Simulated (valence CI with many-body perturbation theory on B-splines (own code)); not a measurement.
Values are calculated unless marked as measured or tabulated.
A CI+MBPT run for Os70+

The program does CI of the valence electrons with many-body perturbation theory for a frozen closed Dirac-Fock core.

Command, and the settings that its task file holds:

```sh
python run_cv.py task.json out
```

```
atom Os  Z=76  mass_number=192  rms_radius_fm=5.4126
core [He]
valence 2s2 3p2
avg = 1
basis = S
breit = 1
cap = 10000
capref = 1200
cscale = 1
de = 0.0
dress = 0
eps = 2e-08
extrap = 1
h = 0.27
hh = 1
l2 = 3
lcore = 6
maxit = 60
n2 = 5
natural = 1
nlev = 21
nno = [3, 3, 3, 2, 1]
nroot = 26
nsp = [3, 3, 2, 1, 0]
pt2 = 1
qed = 1
rpa = 1
s1 = 1
s2 = 1
s3 = 1
screen = 1
tol = 2e-05
whole = 1
```

Task: What became of the run, and why?

Result: It gave no result: the start configuration must fill the lowest shells above the core. The program said: "3p is not the lowest shell of its kind above the core".
